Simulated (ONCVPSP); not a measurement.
Pt: one change to an ONCV potential, before and after

* Element: Pt
* Generator: ONCVPSP 4.0.1
* Type: optimised norm-conserving Vanderbilt (ONCV)
* Functional: LDA (Perdew-Zunger)
* Relativity: scalar-relativistic
* Frozen core: [Kr] 4d10 4f14
* Valence charge: 18
* Reference configuration: 5s2 5p6 5d7 (charge +3)
* Partial waves: 5s: rc 1.50 bohr, ncon 4, nbas 9, qcut 6.4 1/bohr, 2 projectors, debl 0.5 Ha; 5p: rc 1.25 bohr, ncon 4, nbas 7, qcut 7.6 1/bohr, 2 projectors, debl 2.7 Ha; 5d: rc 1.80 bohr, ncon 4, nbas 9, qcut 8.6 1/bohr, 2 projectors, debl 0.5 Ha
* Local potential: polynomial inside 1.20 bohr (lpopt 5, dvloc0 2 Ha)
* Core correction: none

In the s channel the program set the typed energies aside and used -5.051, 0.050 Ha. In the p channel the program set the typed energies aside and used -3.350, 0.250 Ha. In the d channel the program set the typed energies aside and used -1.435, 0.250 Ha.

Change: all radii scaled by about 1.15 (s 1.72, p 1.44, d 2.08 bohr); local potential polynomial inside 1.38 bohr (lpopt 5, dvloc0 2 Ha).

Cutoffs: the cutoffs (Ha) at which the residual kinetic energy of the hardest occupied pseudo-wave falls to 1 and 0.1 mHa per electron; they do not see the model core or the augmentation charge, which bear on the density cutoff. Errors are all-electron minus pseudo energies relative to the spin-unpolarised reference configuration.

Problem. Predict the effect on cutoff, ghosts and configuration errors.

Solution. The potential gets softer (51 Ha and 92 Ha → 25 Ha and 56 Ha); of the 4 tests that both files solve, the error grows in 0 and shrinks in 2 by more than 15 % and 0.3 meV (median size 11.9 → 9.9 meV); neither file shows a bound ghost. A larger radius leaves more room for a smooth pseudo-wave, so fewer plane waves are needed.

| quantity | base | changed |
| --- | --- | --- |
| cutoff, loose | 51 Ha | 25 Ha |
| cutoff, tight | 92 Ha | 56 Ha |
| loose cutoff by channel | s 19 Ha, p 51 Ha, d 21 Ha | s 14 Ha, p 25 Ha, d 21 Ha |
| bound ghosts | none | none |
| GHOST(+) flags under 300 eV | s at 169.6 eV | none |
| error for 5s2 5p6 5d9 6s1, meV [ΔE -62.32 eV] | +16 | +13 |
| error for 5s2 5p6 5d9, meV [ΔE -52.77 eV] | +7.9 | +8.0 |
| error for 5s2 5p6 5d8, meV [ΔE -32.51 eV] | +6.2 | +5.9 |
| error for 5s2 5p6 5d8 6s1, meV [ΔE -50.90 eV] | +16 | +12 |
